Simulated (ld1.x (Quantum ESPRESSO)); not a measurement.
calcium (Ca), TM: configuration errors across variants

```json
{
  "Element": "calcium (Ca)",
  "Generator": "ld1.x (Quantum ESPRESSO) 7.5",
  "Type": "norm-conserving Troullier–Martins (Kleinman–Bylander form)",
  "Functional": "PBEsol",
  "Relativity": "scalar-relativistic",
  "Frozen core": "[Ne]",
  "Valence charge": "10",
  "Reference configuration": "3s2 3p6 3d1 4s1 4p0",
  "Partial waves": "3s (bound): rc 1.75 bohr; 3p (bound): rc 1.85 bohr; 3d (bound): rc 2.50 bohr",
  "Local potential": "the d channel",
  "Core correction": "none"
}
```

Occupied shells without a wave of their own: 4s. They enter only through the test configuration that unscreens the potential.

All-electron excitation energies from the reference (eV): (1) 3s2 3p6 3d0 4s2 4p0 -2.277; (2) 3s2 3p6 3d0 4s1 4p0 4.028; (3) 3s2 3p6 3d0 4s0 4p0 15.709; (4) 3s2 3p6 3d0.5 4s1.5 4p0 -1.229; (5) 3s2 3p6 3d0 4s1 4p1 0.149; (6) 3s2 3p5 3d0 4s2 4p0 32.326; (7) 3s2 3p6 3d0 4s0 4p2 2.668.

For the base: The 4s level has no wave, so the channel is fitted at the deeper level alone: the likely source of the large errors.

Tests that are not counted but printed errors over 1 eV. “all radii scaled by about 1.41 (s 2.48, p 2.62, d 3.52 bohr)”: 3s2 3p5 3d0 4s2 4p0 (solver errors, printed error -18.3 eV). “wave 3d (bound): rc 2.50 bohr becomes 3d (bound): rc 3.64 bohr”: 3s2 3p5 3d0 4s2 4p0 (solver errors, printed error -544 eV).

4 further variants failed, have other tests or another functional or relativity, and are left out.

A true bound ghost makes a file unfit for plane-wave use even where its test errors are small: the radial tests pick states by their node count and pass the ghost by. Where a test does run into it, the solver fails or the error is huge.

The file “all radii scaled by about 1.41 (s 2.48, p 2.62, d 3.52 bohr)” misses its own reference levels by 1.2 eV. The file “wave 3d (bound): rc 2.50 bohr becomes 3d (bound): rc 3.64 bohr” misses its own reference levels by 1.0 eV.

Errors AE − PS in meV (a dash: test not solved or not reliable):

```csv
change,(1),(2),(3),(4),(5),(6),(7),bound ghosts
base,+250,+79,-471,+93,-39,+1430,-461,none
local potential all-electron potential smoothed inside 1.45 bohr (lloc = -2),+2.5,+23,+60,-4.8,+22,+123,+45,none
"all radii scaled by about 1.41 (s 2.48, p 2.62, d 3.52 bohr)",+1441,+130,-3331,+643,-268,–,-3093,none
wave 3d (bound): rc 2.50 bohr becomes 3d (bound): rc 3.64 bohr,+1270,+173,-2996,+555,-443,–,-3488,p
wave 3p (bound): rc 1.85 bohr becomes 3p (bound): rc 1.52 bohr,+250,+79,-471,+93,-40,+1429,-463,none
```

(1) Give the same row for: wave 3p (bound): rc 1.85 bohr becomes 3p (bound): rc 1.94 bohr.

Answers

(1) +250, +79, -471, +93, -40, +1430, -462; bound ghosts: none.
